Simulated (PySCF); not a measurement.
**Vanadium: a sound run and one with changed settings**

Sound run: V⁺ [Ar] 3d4, V²⁺ [Ar] 3d3. Computed with PySCF 2.14 in Sapporo-DKH3-DZP-2012, with scalar relativity by spin-free X2C-1e. In the sound run the correlated levels freeze [Ar]. The sound run starts from symmetry-adapted Hartree-Fock orbitals and uses a fine grid where one is needed.

Changed run: the non-relativistic Hamiltonian (point nucleus). This setting is unsound on purpose.

```
species  method  sound run (hartree)  changed run (hartree)  converged
     V⁺     UHF           -947.89436             -940.61017        yes
     V⁺    PBE0           -948.72101             -941.44104        yes
     V⁺     MP2           -947.93147             -940.64673        yes
    V²⁺     UHF           -947.40902             -940.11899        yes
    V²⁺    PBE0           -948.17036             -940.88494        yes
    V²⁺     MP2           -947.42157             -940.13133        yes
```

Ionisation energy of V⁺:

```csv
method,sound run (eV),changed run (eV)
UHF,13.207,13.366
PBE0,14.984,15.132
M06-L,n/a,14.652
MP2,13.875,14.025
SCS-MP2,13.429,13.585
```

Most of the change in total energy is the relativistic energy itself. On top of that the contraction fixes the core shape for the Hamiltonian it was made with, so the changed run is not a good calculation with the other Hamiltonian either.

For comparison, NIST gives 14.634 ± 0.007 eV between the lowest levels.
